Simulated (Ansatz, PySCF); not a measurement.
Molecule: CH2S (charge 0, singlet). 
Coordinates optimised at B3LYP-D3(BJ)/def2-TZVP (Ansatz, a program for electronic structure):
```xyz
4

C     -0.9907     0.1914    -0.1620
S      0.5657    -0.1093     0.0925
H     -1.3280     1.0050    -0.8021
H     -1.7796    -0.4045     0.2939
```
Charge 0, spin multiplicity 1.

Property: vertical triplet-singlet gap (E(triplet) - E(singlet); each state is the SCF solution reached for its spin; for the singlet the Hartree-Fock reference is unstable and T1 is 0.017), in kcal/mol. Correlated levels leave the core frozen unless marked. Open shells are spin-unrestricted. No spin-orbit coupling. Non-relativistic. CBS(X,Y): correlation extrapolated as X^-3; Hartree-Fock from the larger set.

```json
[
 {"level": "M06-2X/def2-TZVPD", "program": "PySCF", "vertical triplet-singlet gap (kcal/mol)": "43.3"},
 {"level": "wB97M-V/def2-TZVPD", "program": "Ansatz", "vertical triplet-singlet gap (kcal/mol)": "43.2"},
 {"level": "wB97X-V/def2-TZVPD", "program": "Ansatz", "vertical triplet-singlet gap (kcal/mol)": "(withheld)"},
 {"level": "B2PLYP/def2-TZVPD", "program": "Ansatz", "vertical triplet-singlet gap (kcal/mol)": "42.5"},
 {"level": "SCS-MP2/aug-cc-pV(D+d)Z", "program": "Ansatz", "vertical triplet-singlet gap (kcal/mol)": "48.4"},
 {"level": "SCS-MP2/def2-TZVPPD", "program": "Ansatz", "vertical triplet-singlet gap (kcal/mol)": "48.5"},
 {"level": "CCSD/aug-cc-pV(D+d)Z", "program": "Ansatz", "vertical triplet-singlet gap (kcal/mol)": "(withheld)"},
 {"level": "CCSD/aug-cc-pV(T+d)Z", "program": "Ansatz", "vertical triplet-singlet gap (kcal/mol)": "(withheld)"},
 {"level": "CCSD/def2-QZVPPD", "program": "Ansatz", "vertical triplet-singlet gap (kcal/mol)": "(withheld)"},
 {"level": "CCSD(T)/CBS(def2-TZVPPD,def2-QZVPPD)", "program": "Ansatz", "vertical triplet-singlet gap (kcal/mol)": "45.4"}
]
```

Q: Complete the blanks.

A: 
- wB97X-V/def2-TZVPD, vertical triplet-singlet gap (kcal/mol): 40.9
- CCSD/aug-cc-pV(D+d)Z, vertical triplet-singlet gap (kcal/mol): 43.0
- CCSD/aug-cc-pV(T+d)Z, vertical triplet-singlet gap (kcal/mol): 42.2
- CCSD/def2-QZVPPD, vertical triplet-singlet gap (kcal/mol): 42.4
